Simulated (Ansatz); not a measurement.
Reactions of BrH$_{6}$NSi$_{2}$ (`[SiH3]N[SiH2]Br`).

Calculated with Ansatz (gas phase, PBE0-D4/def2-TZVP geometries, no zero-point term in ΔE). CCSD(T)/CBS is the MP2 limit (def2-TZVPP, def2-QZVPP) plus CCSD(T) − MP2 in def2-TZVPP, frozen cores. This one scheme is used for every species. Double bonds are as drawn, so ΔE can hold a change between cis and trans. Functionals use def2-TZVPP. For Br, Ge outer-core shells are correlated without core-valence functions, which leaves a few kJ/mol of doubt a bond. Scalar relativity is left out up to krypton. Each species was taken in one conformer, which may not be the lowest.

| reaction | PBE-D4 (kJ/mol) | CCSD/CBS(def2) (kJ/mol) | ωB97X-V (kJ/mol) | MP2/CBS(def2) (kJ/mol) |
| --- | --- | --- | --- | --- |
| `[SiH3]N[SiH2]Br` + `C1=CN1` → `Br[SiH2]C1=CN1` + `N[SiH3]` | 28 | 41 | 39 | 37 |
| `[SiH3]N[SiH2]Br` + `FC[SiH2]S` → `FC[SiH2]Br` + `[SiH3]N[SiH2]S` | 4 | 2 | 3 | 3 |
| `[SiH3]N[SiH2]Br` + `C=[N][GeH2][CH3]` → `C=N[SiH2]N[SiH3]` + `[CH3][GeH2][Br]` | -24 | -25 | -28 | -22 |
| `[SiH3]N[SiH2]Br` + `B[CH2][GeH2][Cl]` → `[Cl][GeH2][SiH2]Br` + `BCN[SiH3]` | 131 | 156 | 145 | 168 |
| `[SiH3]N[SiH2]Br` + `C=C` → `C=C[SiH2]N[SiH3]` + HBr | 98 | 104 | 100 | 107 |
| `[SiH3]N[SiH2]Br` + HBr → `Br[SiH2]Br` + `N[SiH3]` | -24 | -20 | -20 | -24 |
| `[SiH3]N[SiH2]Br` + `C=CCCO` → `C=C[SiH2]Br` + `OCCN[SiH3]` | 97 | 106 | 101 | 110 |
| `[SiH3]N[SiH2]Br` + `F/C=C(\F)Cl` → `[SiH3]N[SiH2]Cl` + `F/C=C(\F)Br` | -4 | -5 | -5 | -6 |

(1) Give the CCSD(T)/CBS values in the same order. (Estimate.)

Largest T1 diagnostic: 0.012, for `F/C=C(\F)Cl`.

Results:

(1) Ansatz gave: 39, 3, -24, 157, 102, -20, 106, -5 kJ/mol.
